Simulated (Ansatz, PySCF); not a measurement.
BaCl₂, SMILES [Cl][Ba][Cl].

The structure is a stationary point at B3LYP-D3(BJ)/def2-TZVP. The isomer is the one that the SMILES or the coordinates give; other isomers of the formula were not compared. The def2 effective core potentials stand for the cores of Ba; spin–orbit coupling is left out.

Vertical ionisation energy (IE) and electron affinity (EA) in eV. Rows of orbital energies are one-electron estimates. Where ΔSCF, EOM or ADC give a negative EA the extra electron is unbound and the value depends on the basis.

| level | IE | EA |
|---|---|---|
| −ε(HOMO), −ε(LUMO), HF/def2-TZVPD (PySCF) | 10.63 | 0.52 |
| −ε(HOMO), −ε(LUMO), PBE/def2-TZVPD (PySCF) | 6.29 | 2.46 |
| ΔSCF, CAM-B3LYP/def2-TZVPD (Ansatz), final states of multiplicity 2 and 2 | 9.89 | 0.92 |
| ΔSCF, PBE/def2-TZVPD (Ansatz), final states of multiplicity 2 and 2 | 9.15 | 0.94 |

**Question.** What vertical singlet–triplet gap does ΔSCF give with CAM-B3LYP/def2-TZVPD (Ansatz, a quantum-chemistry and plane-wave program) and with PBE/def2-TZVPD (Ansatz)? (The exact figures need the calculation; the answer reports its results.)

**Answer.** 5.13 and 4.36 eV (triplet above singlet where positive).
